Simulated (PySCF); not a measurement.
**Gas-phase XPS of `CO[SiH]1C[SiH2]C1`, computed**

Compound: C3H10OSi2.
Atom-mapped SMILES: `[CH3:1][O:2][SiH:3]1[CH2:4][SiH2:5][CH2:6]1`

The calculation used PySCF 2.14.0, delta-SCF UKS SCAN, pcX-2 on the ionised atom, pcseg-1 elsewhere, spin-free X2C. Each binding energy is the total energy of the core-ionised species, with the hole localised on one atom, minus that of the ground state; both are solved self-consistently, so orbital relaxation is included.

Problem. List the computed XPS lines with their assignment.

Solution. 
```tsv
atom(s)	bonded to	level	binding energy (eV)	2p1/2 (eV)	above the level's lowest (eV)	count
C1	O and 3 H	C 1s	292.36	–	+2.89	1
O2	C and Si	O 1s	537.83	–	0.00	1
Si3	O, 2 C and H	Si 2p3/2	106.85	107.47	+0.40	1
Si3	O, 2 C and H	Si 1s	1846.79	–	+0.53	1
C4/C6	2 H and 2 Si	C 1s	289.47	–	0.00	2
Si5	2 C and 2 H	Si 2p3/2	106.45	107.07	0.00	1
Si5	2 C and 2 H	Si 1s	1846.26	–	0.00	1
```

Lowest listed C 1s: C4/C6, bonded to 2 H and 2 Si. Highest, 2.89 eV above it: C1, bonded to O and 3 H.

Lowest listed Si 1s: Si5, bonded to 2 C and 2 H. Highest, 0.53 eV above it: Si3, bonded to O, 2 C and H. Summing the Pauling electronegativity differences to the bonded atoms, each weighted by its formal bond order, gives +1.90 for the lowest site and +3.14 for the highest.

Lowest listed Si 2p3/2: Si5, bonded to 2 C and 2 H. Highest, 0.40 eV above it: Si3, bonded to O, 2 C and H. Summing the Pauling electronegativity differences to the bonded atoms, each weighted by its formal bond order, gives +1.90 for the lowest site and +3.14 for the highest.

Problem. Which photon wavelength matches the O 1s of O2 (atom 2) threshold?

Solution. λ = hc/E = 12398.42 eV Å / 537.83 eV = 23.053 Å.

Problem. Which effective nuclear charge Zeff reproduces each element's mean 1s value in the hydrogen-like formula E = 13.606 eV × Zeff²?

Solution. C (Z = 6): mean 290.4 eV, Zeff = 4.62, Z − Zeff = 1.38; O (Z = 8): mean 537.8 eV, Zeff = 6.29, Z − Zeff = 1.71; Si (Z = 14): mean 1846.5 eV, Zeff = 11.65, Z − Zeff = 2.35. Means run over the listed sites, weighted by atom count.

One atom of each set of topologically equivalent atoms was ionised and stands for the set; in this conformer not all members are related by symmetry, and their own values weren't computed. The 2p values add to the ΔSCF energy of one spin-free hole a correction within the shell (spin–orbit coupling, ligand field). 2p1/2 minus 2p3/2 (ligand field included): Si 0.62 eV. Geometry: PBE0-D3(BJ)/def2-SVP, one conformer, isolated molecule.

The values belong to the conformer `[CH3:1][O:2][SiH:3]1[CH2:4][SiH2:5][CH2:6]1`: C1–O2–Si3–C4 -52°.
